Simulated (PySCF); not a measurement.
Isomers of C6H6FNO.

All values: CAM-B3LYP/def2-SVPD (PySCF) at GFN2-xTB geometries, gas phase, one conformer each. Core orbitals are frozen in the response; Δα² is half the sum of the squared differences of the principal polarisabilities.

Question: Rank by mean static polarisability, lowest first.
A. `[CH3:1][C:2](=[O:3])[NH:4][C:5]([F:6])=[C:7]1[CH:8]=[CH:9]1` with C1–C2–N4–C5 178°, C2–N4–C5–F6 -162°
B. `[N:1]#[C:2][C@@H:3]1[CH:4]=[C:5]([F:6])[O:7][CH2:8][CH2:9]1` with C2–C3–C4–C5 -103°, C4–C5–O7–C8 12°, C5–O7–C8–C9 -43°, O7–C8–C9–C3 61°
C. `[CH2:1]=[C:2]([CH2:3][F:4])[c:5]1[cH:6][o:7][cH:8][n:9]1` with C1–C2–C3–F4 0°, C1–C2–C5–C6 0°
D. `[CH:1]#[C:2][C@@H:3]1[C:4](=[O:5])[NH:6][CH2:7][C@@H:8]1[F:9]` with C2–C3–C4–O5 81°, C3–C4–N6–C7 -1°, C4–N6–C7–C8 -18°, N6–C7–C8–F9 151°
E. `[CH:1]#[C:2]/[C:3](=[CH:4]\[F:5])[C:6](=[O:7])[NH:8][CH3:9]` with C2–C3–C6–O7 180°, C3–C6–N8–C9 180°
F. `[N:1]#[C:2][C:3]1=[CH:4][C@H:5]([F:6])[CH2:7][O:8][CH2:9]1` with C3–C4–C5–F6 142°, C4–C5–C7–O8 -51°, C5–C7–O8–C9 66°, C7–O8–C9–C3 -45°

Answer: B (10.82 Å³), D (11.18 Å³), F (11.41 Å³), C (11.66 Å³), A (12.03 Å³), E (12.43 Å³).

Question: Rank by HOMO energy, lowest first.
A. `[N:1]#[C:2][C:3]1=[CH:4][C@H:5]([F:6])[CH2:7][O:8][CH2:9]1` with C3–C4–C5–F6 142°, C4–C5–C7–O8 -51°, C5–C7–O8–C9 66°, C7–O8–C9–C3 -45°
B. `[CH2:1]=[C:2]([CH2:3][F:4])[c:5]1[cH:6][o:7][cH:8][n:9]1` with C1–C2–C3–F4 0°, C1–C2–C5–C6 0°
C. `[N:1]#[C:2][C@@H:3]1[CH:4]=[C:5]([F:6])[O:7][CH2:8][CH2:9]1` with C2–C3–C4–C5 -103°, C4–C5–O7–C8 12°, C5–O7–C8–C9 -43°, O7–C8–C9–C3 61°
D. `[CH:1]#[C:2][C@@H:3]1[C:4](=[O:5])[NH:6][CH2:7][C@@H:8]1[F:9]` with C2–C3–C4–O5 81°, C3–C4–N6–C7 -1°, C4–N6–C7–C8 -18°, N6–C7–C8–F9 151°
E. `[CH3:1][C:2](=[O:3])[NH:4][C:5]([F:6])=[C:7]1[CH:8]=[CH:9]1` with C1–C2–N4–C5 178°, C2–N4–C5–F6 -162°

Answer: A (-9.57 eV), D (-8.93 eV), C (-8.68 eV), B (-8.07 eV), E (-6.85 eV).

Question: Rank by dipole moment, highest first.
A. `[N:1]#[C:2][C:3]1=[CH:4][C@H:5]([F:6])[CH2:7][O:8][CH2:9]1` with C3–C4–C5–F6 142°, C4–C5–C7–O8 -51°, C5–C7–O8–C9 66°, C7–O8–C9–C3 -45°
B. `[CH3:1][C:2](=[O:3])[NH:4][C:5]([F:6])=[C:7]1[CH:8]=[CH:9]1` with C1–C2–N4–C5 178°, C2–N4–C5–F6 -162°
C. `[CH:1]#[C:2][C@@H:3]1[C:4](=[O:5])[NH:6][CH2:7][C@@H:8]1[F:9]` with C2–C3–C4–O5 81°, C3–C4–N6–C7 -1°, C4–N6–C7–C8 -18°, N6–C7–C8–F9 151°
D. `[N:1]#[C:2][C@@H:3]1[CH:4]=[C:5]([F:6])[O:7][CH2:8][CH2:9]1` with C2–C3–C4–C5 -103°, C4–C5–O7–C8 12°, C5–O7–C8–C9 -43°, O7–C8–C9–C3 61°

Answer: D (3.71 D), C (3.32 D), A (2.79 D), B (1.05 D).

All values together:

```csv
SMILES,μ (D),HOMO (eV),LUMO (eV),α (Å³),Δα (Å³)
C#C/C(=C\F)C(=O)NC,3.36,-8.74,-0.49,12.43,7.22
N#CC1=C[C@H](F)COC1,2.79,-9.57,-0.73,11.41,6.19
N#C[C@@H]1C=C(F)OCC1,3.71,-8.68,0.82,10.82,2.63
C=C(CF)c1cocn1,2.66,-8.07,-0.01,11.66,6.90
CC(=O)NC(F)=C1C=C1,1.05,-6.85,0.56,12.03,7.42
C#C[C@@H]1C(=O)NC[C@@H]1F,3.32,-8.93,0.98,11.18,2.73
```

Conformers: `[CH:1]#[C:2]/[C:3](=[CH:4]\[F:5])[C:6](=[O:7])[NH:8][CH3:9]` with C2–C3–C6–O7 180°, C3–C6–N8–C9 180°; `[N:1]#[C:2][C:3]1=[CH:4][C@H:5]([F:6])[CH2:7][O:8][CH2:9]1` with C3–C4–C5–F6 142°, C4–C5–C7–O8 -51°, C5–C7–O8–C9 66°, C7–O8–C9–C3 -45°; `[N:1]#[C:2][C@@H:3]1[CH:4]=[C:5]([F:6])[O:7][CH2:8][CH2:9]1` with C2–C3–C4–C5 -103°, C4–C5–O7–C8 12°, C5–O7–C8–C9 -43°, O7–C8–C9–C3 61°; `[CH2:1]=[C:2]([CH2:3][F:4])[c:5]1[cH:6][o:7][cH:8][n:9]1` with C1–C2–C3–F4 0°, C1–C2–C5–C6 0°; `[CH3:1][C:2](=[O:3])[NH:4][C:5]([F:6])=[C:7]1[CH:8]=[CH:9]1` with C1–C2–N4–C5 178°, C2–N4–C5–F6 -162°; `[CH:1]#[C:2][C@@H:3]1[C:4](=[O:5])[NH:6][CH2:7][C@@H:8]1[F:9]` with C2–C3–C4–O5 81°, C3–C4–N6–C7 -1°, C4–N6–C7–C8 -18°, N6–C7–C8–F9 151°.
